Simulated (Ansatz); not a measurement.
`[OH][Ga]([Cl])[O][SiH3]` + `C[N](C)[Sn][F]` → `[OH][Ga]([F])[O][SiH3]` + `C[N](C)[Sn][Cl]`  (redistribution)

Computed with Ansatz on PBE0-D4/def2-TZVP structures; ΔE is electronic, products minus reactants. CBS: MP2 limit from def2 TZ/QZ plus the TZ coupled-cluster correction, frozen cores. Elements past krypton have def2 core potentials. For Ga, Sn outer-core shells are correlated without core-valence functions, which leaves a few kJ/mol of doubt a bond. Scalar relativity is left out up to krypton. Each species was taken in one conformer, which may not be the lowest.

```
                  species  CCSD(T)/def2-TZVPP energy (Eh)
`[OH][Ga]([Cl])[O][SiH3]`                     -2825.08175
         `C[N](C)[Sn][F]`                      -447.79525
 `[OH][Ga]([F])[O][SiH3]`                     -2465.08232
        `C[N](C)[Sn][Cl]`                      -807.79384
```

Q: Work out ΔE.

A: ΔE = (-2465.08232) + (-807.79384) − (-2825.08175) − (-447.79525) = 0.00084 Eh = +0.5 kcal/mol. CCSD(T)/CBS gives +1.4 kcal/mol.

Largest T1 diagnostic among the species: 0.017.
